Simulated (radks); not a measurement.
Values are calculated unless marked as measured or tabulated.
The niobium ion Nb3+, 38 electrons, occupied as [Kr] 4d2. Level of theory: scalar-relativistic Kohn-Sham, OLYP, spin-polarised, spherical densities, finite nucleus; open shells are filled with parallel spins first (spin-orbit coupling, left out, can overturn this in heavy ions); Fermi nuclear charge, rms radius 4.324 fm (a radial shooting solver on a logarithmic mesh with Libxc functionals).

Radial electron density D(r) = 4 pi r^2 rho(r):

```
   r/bohr * D(r) (the largest magnitude, 63.2, reaches the edge; | marks zero)
 0.001227 |*
 0.001406 |*
 0.001611 | *
 0.001845 | *
 0.002097 | *
 0.002403 |  *
 0.002753 |   *
 0.003154 |    *
 0.003613 |     *
  0.00414 |       *
 0.004743 |         *
  0.00539 |           *
 0.006176 |             *
 0.007075 |                *
 0.008106 |                   *
 0.009287 |                       *
  0.01064 |                          *
  0.01219 |                              *
  0.01385 |                                  *
  0.01587 |                                      *
  0.01819 |                                         *
  0.02083 |                                           *
  0.02387 |                                            *
  0.02735 |                                            *
  0.03133 |                                           *
  0.03561 |                                         *
   0.0408 |                                       *
  0.04674 |                                     *
  0.05355 |                                     *
  0.06135 |                                       *
  0.07029 |                                          *
  0.08053 |                                               *
  0.09153 |                                                   *
   0.1049 |                                                      *
   0.1201 |                                                      *
   0.1376 |                                                  *
   0.1577 |                                            *
   0.1807 |                                      *
    0.207 |                                  *
   0.2352 |                                 *
   0.2695 |                                   *
   0.3088 |                                       *
   0.3538 |                                         *
   0.4053 |                                       *
   0.4643 |                                *
    0.532 |                        *
   0.6046 |                 *
   0.6927 |           *
   0.7936 |        *
   0.9093 |        *
    1.042 |        *
    1.193 |       *
    1.367 |      *
    1.554 |    *
     1.78 |  *
     2.04 | *
    2.337 |*
    2.677 *
    3.068 *
    3.514 *
    3.994 *
    4.576 *
    5.243 *
    6.007 *
```

D(r) has 4 maxima, at r = 0.0254, 0.112, 0.354, 0.993 bohr, and minima at 0.0510, 0.226, 0.917 bohr, inside which lie 2.03, 11.04, 29.55 electrons.
